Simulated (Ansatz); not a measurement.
`O[Si](F)(Cl)Cl` + `C=N` → `C=N[Si](O)(F)Cl` + HCl  (ligand exchange at the Si–Cl bond)

Gas-phase electronic energies from Ansatz, PBE0-D4/def2-TZVP geometries. CCSD(T)/CBS adds triple-zeta CCSD(T) − MP2 to the extrapolated MP2 energy (def2 sets, frozen cores). This one scheme is used for every species. DFT in def2-TZVPP. One conformer a species, not always the lowest.

```json
{"level": "LDA (SPW92)", "ΔE (kJ/mol)": "39.9"}
{"level": "B97M-V", "ΔE (kJ/mol)": "46.3"}
{"level": "PBE-QIDH", "ΔE (kJ/mol)": "44.7"}
{"level": "revPBE", "ΔE (kJ/mol)": "49.0"}
{"level": "LC-ωPBE", "ΔE (kJ/mol)": "45.2"}
{"level": "RPA@PBE/def2-TZVPP", "ΔE (kJ/mol)": "40.1"}
{"level": "HF/def2-SVP", "ΔE (kJ/mol)": "40.1"}
{"level": "SCS-MP2/def2-QZVPP", "ΔE (kJ/mol)": "42.9"}
```

Problem. What does CCSD(T)/CBS give? (Best estimate.)

Solution. The calculation gave: +43.1 kJ/mol. The listed levels differ from it by -3.2, 3.2, 1.6, 5.9, 2.1, -3.0, -3.0, -0.2 kJ/mol.

Problem. What do rigid-rotor, harmonic-oscillator terms from PBE0-D4/def2-TZVP frequencies (298.15 K, 1 bar) make of the CCSD(T)/CBS value? (An estimate is asked.)

Solution. Computed: ΔZPE = -9.7 kJ/mol, ΔH = +35.3 kJ/mol, ΔS = -18 J/(mol·K), ΔG = +40.7 kJ/mol.

Largest T1 diagnostic among the species: 0.012.

Leaving LDA and LC-ωPBE aside and taking each functional with its dispersion term where it has one, the values, not all of them listed here, spread over 7.5 kJ/mol, from CAM-B3LYP-D4 to B97M-V. LDA lies −7.0 kJ/mol from PBE without D4.
